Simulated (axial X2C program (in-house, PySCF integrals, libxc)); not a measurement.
**STaS: properties at the nuclei**

Computed with an axial X2C code built on PySCF integrals: two-component X2C with atomic mean-field Coulomb and Gaunt terms, Gaussian nuclei, basis S dyall-av3z, Ta dyall-v3z with contracted cores.

S–Ta–S held linear, with bonds 2.200 and 2.200 Å (near the PBE0 minimum at charge 0 of the determinant lowest at the starting distance; the state shown can have its own minimum elsewhere, held linear; other orders of the atoms were not compared).

Determinant lowest in the PBE0 search, Ω = 1/2 (⟨Sz⟩ = 0.50, ⟨Lz⟩ = 0.00 at PBE0), spin on the atoms S -0.04, Ta 0.58, S -0.04:

```csv
level,A∥/gI S (MHz),qzz S (a.u.),A∥/gI Ta (MHz),qzz Ta (a.u.)
PBE0,46.6,-1.58,11600,-19.78
HF,23.4,-1.70,10800,-19.54
```

Determinant 0.10 eV from it at PBE0 and this distance, Ω = 3/2 (⟨Sz⟩ = -0.50, ⟨Lz⟩ = 2.00 at PBE0), spin on the atoms S 0.05, Ta -0.59, S 0.05:

```json
{"level": "PBE0", "A∥/gI S (MHz)": "-5.23", "qzz S (a.u.)": "-1.49", "A∥/gI Ta (MHz)": "1310", "qzz Ta (a.u.)": "-14.44"}
{"level": "HF", "A∥/gI S (MHz)": "-13.3", "qzz S (a.u.)": "-1.61", "A∥/gI Ta (MHz)": "1460", "qzz Ta (a.u.)": "-13.19"}
{"level": "LDA", "A∥/gI S (MHz)": "-0.312", "qzz S (a.u.)": "-1.53", "A∥/gI Ta (MHz)": "1120", "qzz Ta (a.u.)": "-15.02"}
```

A∥ (defined per Ω) follows by multiplying with gI = μI/(I μN); qzz is the electric field gradient, eQq0 = 234.96 MHz × Q/barn × qzz. The operators were transformed with the bare-nucleus X2C matrices; with these basis sets, hyperfine constants and field gradients can be off by tens of per cent, and where levels differ in sign neither size nor sign is settled.

With gI(33S) = 0.4292, Q(33S) = -0.0694 barn, gI(181Ta) = 0.6773, Q(181Ta) = 3.17 barn (g factors from the IAEA table of nuclear moments by Stone; Q from Pyykkö, Mol. Phys. 2018), turn the PBE0 values of the first state into constants in MHz.

A∥(33S) = 46.6 × 0.4292 = 20 MHz; eQq0(33S) = 234.96 × (-0.0694) × (-1.58) = 25.8 MHz; A∥(181Ta) = 11600 × 0.6773 = 7860 MHz; eQq0(181Ta) = 234.96 × (3.17) × (-19.78) = -14700 MHz.

The molecule was held linear; bending was not examined, so a bent shape may lie lower.

Each state is one determinant with collinear spin. Unrestricted Hartree–Fock can overshoot spin polarisation at the nuclei. Left out as unconverged or as another state under the same occupation: LDA in at least one table. At HF a later determinant lies lower. States lie within half an eV, so the first need not be the ground state. PBE0 term energies can be off by some tenths of an eV.
